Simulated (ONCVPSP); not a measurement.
Building the ONCV potential for Cr (PBE, fully relativistic).

* Element: Cr
* Generator: ONCVPSP 4.0.1
* Type: optimised norm-conserving Vanderbilt (ONCV)
* Functional: PBE
* Relativity: fully relativistic
* Frozen core: [Ne]
* Valence charge: 14
* Reference configuration: 3s2 3p6 3d5 4s1
* Partial waves: 3s+4s: rc 1.65 bohr, ncon 5, nbas 8, qcut 5.9 1/bohr, 2 projectors; 3p: rc 1.40 bohr, ncon 3, nbas 6, qcut 11.6 1/bohr, 1 projector; 3d: rc 1.05 bohr, ncon 5, nbas 9, qcut 8.5 1/bohr, local
* Local potential: the d channel
* Core correction: Teter function fitted to the true core (icmod 2), fcfact 0.75

Open shells are filled in proportion to 2j + 1.

* Cutoffs needed: 249 Ha and 281 Ha (the cutoffs (Ha) at which the residual kinetic energy of the hardest occupied pseudo-wave falls to 1 and 0.1 mHa per electron)
* Ghost test: no bound ghost flagged; no localised positive-energy state flagged
* Configuration tests: 1 of 4 tests not solved or not reliable
* rms error of d²Exc/dni dnj: 7.80 mHa without and 5.71 mHa with the model core
